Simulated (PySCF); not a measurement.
Vibration and rotation of CaTe⁺

UHF-CCSD(T) constants of CaTe⁺, ²Π (doublet), unpaired electrons π ↑ (Ca def2-SVP, Te def2-SVP with ECP28; scalar-relativistic core potentials (PySCF 2.14); masses 39.9626 and 129.9062 u):

- ωe: 235.3 cm⁻¹
- ωexe: 0.64 cm⁻¹
- Be: 0.065912 cm⁻¹
- αe: 0.000247 cm⁻¹
- D (centrifugal): 2.07e-08 cm⁻¹
- De to Ca⁺ + Te: 1.62 eV

Give the vibrational terms G(v) and spacings up to v = 6.

G(v) = ωe(v+½) − ωexe(v+½)².

| v | G(v) (cm⁻¹) | G(v) − G(v−1) | Bv (cm⁻¹) |
| --- | --- | --- | --- |
| 0 | 117.5 |  | 0.06579 |
| 1 | 351.5 | 234.0 | 0.06554 |
| 2 | 584.2 | 232.7 | 0.06529 |
| 3 | 815.7 | 231.5 | 0.06505 |
| 4 | 1045.9 | 230.2 | 0.06480 |
| 5 | 1274.8 | 228.9 | 0.06455 |
| 6 | 1502.4 | 227.6 | 0.06431 |

How well does the Morse estimate ωe²/(4ωexe) reproduce De, and what is D0?

It gives 2.68 eV, 166 % of the computed De. D0 = De − G(0) = 1.62 − 0.01 = 1.61 eV.

Correlated steps freeze 9 core orbitals. Correlated levels converge slowly with the basis: in double zeta they bind strong bonds too weakly, by up to about 1 eV, and carry superposition errors of some tenths. These are scalar-relativistic numbers at best; spin–orbit coupling would shift them, the dissociation energy most. For an ion De counts to the pair picked by the measured ionisation energies or electron affinities, which need not be the lowest pair at this level. The state is the lowest determinant that a PBE0 search found; another state may lie lower at other levels.
